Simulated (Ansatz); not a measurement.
`C[NH][GeH2][NH]C` → `C[NH][GeH3]` + `C=N`  (β-hydride elimination)

Computed with Ansatz on PBE0-D4/def2-TZVP structures; ΔE is electronic, products minus reactants. CCSD(T)/CBS is the MP2 limit (def2-TZVPP, def2-QZVPP) plus CCSD(T) − MP2 in def2-TZVPP, frozen cores. This one scheme is used for every species. Functionals use def2-TZVPP. B3LYP here is the variant with VWN-RPA as its local correlation; programs differ in this. For Ge outer-core shells are correlated without core-valence functions, which leaves a few kJ/mol of doubt a bond. Scalar relativity is left out up to krypton. One conformer a species, not always the lowest.

`C[NH][GeH2][NH]C`:

```xyz
15

C    -1.830    0.395    1.070
N    -1.180   -0.733    0.434
Ge    0.629   -0.946    0.594
N     1.340    0.492   -0.283
C     1.149    0.630   -1.713
H    -1.958    0.291    2.157
H    -2.818    0.566    0.631
H    -1.239    1.296    0.892
H    -1.710   -1.588    0.513
H     0.924   -2.330   -0.034
H     1.193   -0.854    2.032
H     2.270    0.746    0.016
H     1.785   -0.030   -2.321
H     0.109    0.404   -1.958
H     1.337    1.661   -2.028
```

`C[NH][GeH3]`:

```xyz
10

C    -0.689    1.026   -0.663
N    -0.706   -0.085    0.268
Ge    0.892   -0.900    0.669
H    -1.668    1.513   -0.689
H    -0.420    0.758   -1.696
H     0.030    1.777   -0.324
H    -1.436   -0.746    0.046
H     0.580   -2.071    1.613
H     1.775    0.155    1.355
H     1.642   -1.427   -0.580
```

`C=N`:

```xyz
5

C     0.279    0.237   -0.135
N    -0.469   -0.774   -0.221
H     0.284    0.944    0.703
H     0.982    0.443   -0.944
H    -1.076   -0.850    0.597
```

```json
{"species": "`C[NH][GeH2][NH]C`", "B3LYP-D4 energy (Eh)": "-2268.88961"}
{"species": "`C[NH][GeH3]`", "B3LYP-D4 energy (Eh)": "-2174.16347"}
{"species": "`C=N`", "B3LYP-D4 energy (Eh)": "-94.67558"}
```

Question: Work out ΔE.

Answer: ΔE = (-2174.16347) + (-94.67558) − (-2268.88961) = 0.05056 Eh = +1.38 eV. CCSD(T)/CBS gives +1.46 eV.

Largest T1 diagnostic among the species: 0.012.

From PBE to PBE0 (25 % exact exchange), in def2-TZVPP and without D4, ΔE moves by +0.14 eV. The D4 term adds +0.17 eV with B3LYP and +0.10 eV with PBE0; it sums over pairs of atoms, weighted by their polarisabilities, and B3LYP, whose exchange is more repulsive, gets the larger term. In def2-TZVPP, CCSD(T) changes the Hartree–Fock value by +0.23 eV (the triples alone add +0.00 eV) and MP2 by +0.39 eV.
